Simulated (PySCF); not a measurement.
**Dipole response of Nb²⁺ (niobium, charge +2)**

[Kr] 4d3, high-spin 4F determinant. All numbers are calculated (PySCF 2.14, a scalar-relativistic core potential, in aug-cc-pwCVDZ-PP with ECP28MDF). Coupled (time-dependent) response in atomic units; α is the mean over directions. A double-zeta set is small for polarisabilities.

| method | mean α (bohr³) | C₆ (like pair) | S(−4) |
| --- | --- | --- | --- |
| UHF | 10.32 | 53.32 | 47.66 |
| PBE | 11.85 | 61.52 | 75.47 |
| PBE0 | 11.23 | 58.23 | 63.10 |
| M06 | 11.48 | 58.87 | 70.47 |
| BP86 | 12.00 | 62.41 | 77.34 |

S(−4) is the Cauchy moment in α(ω) = α(0) + S(−4) ω² + …

Spin-orbit coupling is absent.

α(iu) at PBE:

```json
{"u (hartree)": "0", "α(iu) (bohr³)": "11.85"}
{"u (hartree)": "0.0500", "α(iu) (bohr³)": "11.67"}
{"u (hartree)": "0.100", "α(iu) (bohr³)": "11.18"}
{"u (hartree)": "0.200", "α(iu) (bohr³)": "9.768"}
{"u (hartree)": "0.300", "α(iu) (bohr³)": "8.393"}
{"u (hartree)": "0.500", "α(iu) (bohr³)": "6.358"}
{"u (hartree)": "0.750", "α(iu) (bohr³)": "4.741"}
{"u (hartree)": "1.00", "α(iu) (bohr³)": "3.681"}
{"u (hartree)": "1.50", "α(iu) (bohr³)": "2.386"}
{"u (hartree)": "2.00", "α(iu) (bohr³)": "1.649"}
{"u (hartree)": "3.00", "α(iu) (bohr³)": "0.8964"}
{"u (hartree)": "5.00", "α(iu) (bohr³)": "0.3705"}
```

A single London oscillator, α(iu) = α/(1 + u²/ω²), gives C₆ = (3/4) ω α². Matching the computed C₆ needs ω = 4 × 61.52 / (3 × 11.85²) = 0.584 hartree.

For an ion, C₆ is the dispersion term alone; charge-induced terms of lower order in 1/R come first.

Energies and moments cover only the electrons outside the core potential.
